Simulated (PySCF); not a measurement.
A calculated (M06-L, PySCF 2.14, aug-cc-pVDZ, the non-relativistic Hamiltonian (point nucleus)) atom or ion has these occupied shells.

```tsv
shell	electrons	orbital energy (eV)	rms radius, mean of both spins (bohr)
1s α	1	-861.21	0.183
1s β	1	-860.16	0.183
2s α	1	-60.030	0.949
2s β	1	-55.808	0.949
2p α	3	-34.477	1.01
2p β	2	-32.099	1.01
```

(1) Name the element and its charge.

Results:

(1) Ne⁺ (neon, charge +1), in [He] 2s2 2p5, 2P determinant.
